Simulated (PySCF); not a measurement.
This script is equivalent to a calculation on In+ (indium, charge +1).

```python
from pyscf import gto, scf, dft, mp, cc
import basis_set_exchange as bse
mol = gto.M(atom="In 0 0 0", charge=1, spin=0, symmetry="D2h",
            basis=gto.basis.parse(bse.get_basis("ANO-RCC-VTZP", elements=["In"], fmt="nwchem")),
            nucmod="G")
mf = dft.UKS(mol, xc="PBE0").sfx2c1e()
mf.irrep_nelec = {'Ag': (9, 9), 'B1g': (2, 2), 'B2g': (2, 2), 'B3g': (2, 2), 'B1u': (3, 3), 'B2u': (3, 3), 'B3u': (3, 3)}
mf.kernel()
```

Question: What total energy does it give?

Answer: -5880.21 hartree (calculated).

Question: Which occupied shell lies highest, and where?

Answer: 5s, at -15.730 eV.
